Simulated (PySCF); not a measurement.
C₂H₅AlO, C₂H₇AlN, C₂H₈Al₂ (calculated)

Calculation on a computer-drawn molecule: the log of a Hartree-Fock and frozen-core CCSD(T) single point meant for a local Hartree-Fock minimum, with one planted fault or none, to be diagnosed. Offsets are logged minus clean, where the clean run is the same molecule without the fault. The reference is restricted for singlets and unrestricted otherwise, and also for a bond in bohr or an excited solution. Adding or removing an electron swaps singlet and doublet. The excited solution moves the top pair (singlet) or top alpha electron (doublet) to the lowest empty orbital. Highest occupied and lowest empty are orbital energies over both spins, largest force is the largest gradient component, triples share is (T) over the correlation energy, the T1 limit is 0.02 restricted and 0.045 unrestricted, electrons count all cores, a negative frequency is imaginary (commonest isotopes), and the dipole is about the centre of nuclear charge. Program: PySCF 2.14.0.

Common to all runs: meant charge 0; meant basis cc-pV(D+d)Z; logged SCF converged yes; possible faults no fault, one electron removed, one electron added, multiplicity raised by two, geometry at a saddle point, SCF held on an excited solution, minimal basis STO-3G, one bond length entered in bohr, all coordinates scaled.

```yaml
- entry: 1
  formula: C2H5AlO
  logged_structure:
    atoms_angstrom:
      - [C, 0.3813, 0.4479, 0.1608]
      - [C, -1.1011, 0.3317, 0.5598]
      - [Al, -2.3975, 0.4826, -0.8956]
      - [O, -3.4525, 0.6023, -2.0586]
      - [H, 0.6714, -0.3317, -0.547]
      - [H, 0.6005, 1.4121, -0.303]
      - [H, 1.0258, 0.3514, 1.0371]
      - [H, -1.2875, -0.6277, 1.055]
      - [H, -1.3578, 1.1008, 1.2967]
  given:
    meant_multiplicity: 1
    logged_electrons: 38
    logged_basis_functions: 90
    logged_spin_squared: 0.0
    "logged_highest_occupied [eV]": -5.1472
    "logged_lowest_empty [eV]": -5.5403
    "logged_largest_force [hartree/bohr]": 0.21196
    logged_CC_converged: "no"
    "logged_dipole_magnitude [debye]": 2.8141
    logged_SCF_stable_within_its_kind: "no"
    "logged_energy_HF [hartree]": -394.95395
    drawn_bonds_atom: [1, 2, 3, 1, 1, 1, 2, 2]
    drawn_bonds_other_atom: [2, 3, 4, 5, 6, 7, 8, 9]
    drawn_bonds_order: [1, 1, 2, 1, 1, 1, 1, 1]
  results:
    planted_fault: "SCF held on an excited solution"
    "HF_energy_offset_from_clean_run [kcal/mol]": 287.2
  notes: ["CCSD not converged"]
- entry: 2
  formula: C2H7AlN
  logged_structure:
    atoms_angstrom:
      - [C, -1.5425, -1.851, 1.1619]
      - [C, -1.4272, -0.3273, 0.9933]
      - [Al, 0.0386, 0.3168, -0.1891]
      - ["N", 1.0965, -0.8821, -0.9578]
      - [H, -0.6308, -2.2788, 1.5889]
      - [H, -1.7152, -2.35, 0.2039]
      - [H, -2.3694, -2.127, 1.8234]
      - [H, -2.372, 0.0786, 0.6075]
      - [H, -1.3002, 0.1488, 1.9748]
      - [H, 1.8626, -0.6695, -1.5694]
      - [H, 1.0249, -1.8782, -0.8505]
  given:
    meant_multiplicity: 2
    logged_electrons: 38
    logged_basis_functions: 100
    logged_spin_squared: 0.0
    "logged_highest_occupied [eV]": -15.991
    "logged_lowest_empty [eV]": -6.1356
    "logged_largest_force [hartree/bohr]": 0.065137
    logged_T1_diagnostic: 0.015195
    logged_D1_diagnostic: 0.04856
    logged_triples_share: 0.029597
    logged_CC_converged: "yes"
    "logged_dipole_magnitude [debye]": 4.9886
    logged_SCF_stable_within_its_kind: "yes"
    "logged_energy_HF [hartree]": -375.93949
    "logged_energy_CCSD(T) [hartree]": -376.51509
    drawn_bonds_atom: [1, 2, 3, 1, 1, 1, 2, 2, 4, 4]
    drawn_bonds_other_atom: [2, 3, 4, 5, 6, 7, 8, 9, 10, 11]
    drawn_bonds_order: [1, 1, 1, 1, 1, 1, 1, 1, 1, 1]
  results:
    planted_fault: "one electron removed"
    "HF_energy_offset_from_clean_run [kcal/mol]": 159.7
    "CCSD(T)_energy_offset_from_clean_run [kcal/mol]": 160.0
- entry: 3
  formula: C2H8Al2
  logged_structure:
    atoms_angstrom:
      - [C, -0.4564, 2.5716, 1.5551]
      - [C, 0.1335, 1.7735, 0.3608]
      - [Al, -0.1144, -0.1674, 0.4953]
      - [Al, 3.5316, 2.8559, -0.6488]
      - [H, -1.5029, 2.3212, 1.7541]
      - [H, -0.4173, 3.6541, 1.3996]
      - [H, 0.0955, 2.367, 2.476]
      - [H, -0.4335, 1.9882, -0.5679]
      - [H, -0.543, -0.8308, 1.8697]
      - [H, 0.1107, -1.0873, -0.7752]
      - [H, 4.1316, 2.3951, -2.0412]
      - [H, 4.3966, 3.7837, 0.3019]
  given:
    meant_multiplicity: 1
    logged_electrons: 46
    logged_basis_functions: 114
    logged_spin_squared: 0.9256
    "logged_highest_occupied [eV]": -7.8678
    "logged_lowest_empty [eV]": 0.55041
    "logged_largest_force [hartree/bohr]": 0.042638
    logged_T1_diagnostic: 0.025988
    logged_D1_diagnostic: 0.13107
    logged_triples_share: 0.026899
    logged_CC_converged: "yes"
    "logged_dipole_magnitude [debye]": 1.2466
    logged_SCF_stable_within_its_kind: "yes"
    "logged_energy_HF [hartree]": -564.11053
    "logged_energy_CCSD(T) [hartree]": -564.58461
    drawn_bonds_atom: [1, 2, 2, 1, 1, 1, 2, 3, 3, 4, 4]
    drawn_bonds_other_atom: [2, 3, 4, 5, 6, 7, 8, 9, 10, 11, 12]
    drawn_bonds_order: [1, 1, 1, 1, 1, 1, 1, 1, 1, 1, 1]
  results:
    planted_fault: "one bond length entered in bohr, row 3 of the drawn bonds"
    "HF_energy_offset_from_clean_run [kcal/mol]": 60.23
    "CCSD(T)_energy_offset_from_clean_run [kcal/mol]": 77.88
```
